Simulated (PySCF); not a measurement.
A structure optimised at B3LYP-D3(BJ)/def2-SVP, used in a PySCF frequency run:

```xyz
10

Te    -0.0478    -0.4453     0.9051
Ge    -1.0541     1.5443    -0.4156
H     -2.4110     1.8676     0.2430
H     -0.1063     2.7540    -0.3268
H     -1.2467     1.1253    -1.8840
O      1.5669    -0.5487    -0.3226
Si     1.6090    -1.5718    -1.6474
H      1.4660    -3.0028    -1.2440
H      2.9338    -1.3645    -2.2946
H      0.5202    -1.2480    -2.6184
```

### Question
Write its SMILES and formula.

### Answer
[SiH3]O[Te][GeH3], GeH₆OSiTe

### Question
What are its rotational constants (standard atomic weights)?

### Answer
2.0951, 1.0232, 0.71998 GHz
